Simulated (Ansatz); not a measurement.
Basis sets compared for `c1c[se]c(-c2ccc(-c3ccc(-c4ccc[se]4)[se]3)[se]2)c1`. Total charge 0; singlet. Geometry PBE-D4/def2-SVP. Ansatz on 2 threads of AMD EPYC 7R13 on a shared host and a share (18 GiB) of an NVIDIA H100 80GB HBM3; times are rough, and most runs start from earlier orbitals.

```xyz
30

C    -5.979   -0.743    3.412
C    -5.833   -1.965    4.034
Se   -4.176   -2.741    3.649
C    -3.789   -1.214    2.587
C    -2.537   -1.088    1.889
C    -1.458   -1.968    1.853
C    -0.350   -1.565    1.069
C    -0.470   -0.333    0.427
C     0.470    0.337   -0.426
C     0.350    1.569   -1.069
C     1.459    1.971   -1.853
C     2.537    1.089   -1.889
C     3.789    1.214   -2.587
C     4.864    0.330   -2.622
C     5.978    0.739   -3.412
C     5.834    1.961   -4.035
Se    4.178    2.740   -3.650
Se    2.156   -0.437   -0.828
Se   -2.158    0.439    0.828
C    -4.866   -0.332    2.622
H    -6.888   -0.133    3.519
H    -6.550   -2.479    4.686
H    -1.472   -2.921    2.405
H     0.557   -2.181    0.969
H    -0.555    2.186   -0.968
H     1.474    2.924   -2.404
H     4.848   -0.623   -2.071
H     6.886    0.128   -3.519
H     6.552    2.473   -4.687
H    -4.851    0.621    2.072
```

Single mean-field runs in def2-SVP, def2-TZVP are fitted with def2-universal-jkfit.

Binding counts from free atoms (C triplet, Se triplet, H doublet) in the same basis, without a counterpoise term.

```tsv
level	functions	energy (Eh)	HOMO (eV)	LUMO (eV)	binding per atom (eV)	wall time
PBE-D4/def2-SVP	402	-10218.1433	-4.52	-2.81	5.28	3.8 s
PBE0-D4/def2-SVP	402	-10218.4726	-5.32	-2.32	5.13	3.7 s
```

(1) Estimate the rows for PBE-D4/def2-TZVP (with forces), PBE0-D4/def2-TZVP (with forces).

Answers

(1) 
```json
{"level": "PBE-D4/def2-TZVP (with forces)", "functions": "748", "energy (Eh)": "-10219.9643", "HOMO (eV)": "-4.58", "LUMO (eV)": "-2.92", "binding per atom (eV)": "5.20", "wall time": "5 s"}
{"level": "PBE0-D4/def2-TZVP (with forces)", "functions": "748", "energy (Eh)": "-10220.2900", "HOMO (eV)": "-5.32", "LUMO (eV)": "-2.39", "binding per atom (eV)": "5.06", "wall time": "9 s"}
```
